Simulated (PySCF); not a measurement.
SMILES O=Cc1ccc(S)cc1, GFN2-xTB optimised geometry.

```
15

O     -2.56    -2.63     0.01
C     -1.36    -2.53     0.00
C     -0.61    -1.28     0.00
C     -1.29    -0.06     0.00
C     -0.60     1.13     0.00
C      0.79     1.12     0.00
S      1.73     2.61     0.00
C      1.48    -0.09     0.00
C      0.79    -1.28     0.00
H     -0.72    -3.44     0.00
H     -2.37    -0.07     0.00
H     -1.13     2.07     0.00
H      0.69     3.44     0.01
H      2.56    -0.08     0.00
H      1.32    -2.22     0.00
```

Density from PBE/def2-TZVP (PySCF 2.14.0) at that geometry.

Minimum of the electron density along straight lines between bonded atoms, close to the bond critical point (lines longer than 1.1 times the sum of covalent radii, or with two minima, are not listed):

| bond | length / Å | ρ at the minimum / e bohr⁻³ | ∇²ρ there / e bohr⁻⁵ | position (fraction from the first atom) |
|---|---|---|---|---|
| O1–C2 | 1.206 | 0.423 | -0.10 | 0.66 |
| C2–C3 | 1.464 | 0.281 | -0.76 | 0.50 |
| C3–C4 | 1.397 | 0.311 | -0.88 | 0.50 |
| C4–C5 | 1.377 | 0.322 | -0.93 | 0.50 |
| C5–C6 | 1.393 | 0.313 | -0.89 | 0.49 |
| C6–S7 | 1.759 | 0.199 | -0.37 | 0.48 |
| C6–C8 | 1.394 | 0.312 | -0.88 | 0.51 |
| C3–C9 | 1.396 | 0.312 | -0.88 | 0.50 |
| C8–C9 | 1.377 | 0.322 | -0.93 | 0.50 |
| C2–H10 | 1.109 | 0.275 | -0.94 | 0.65 |
| C4–H11 | 1.080 | 0.288 | -1.02 | 0.65 |
| C5–H12 | 1.081 | 0.285 | -1.00 | 0.64 |
| S7–H13 | 1.333 | 0.220 | -0.65 | 0.64 |
| C8–H14 | 1.079 | 0.286 | -1.00 | 0.65 |
| C9–H15 | 1.080 | 0.286 | -1.00 | 0.65 |
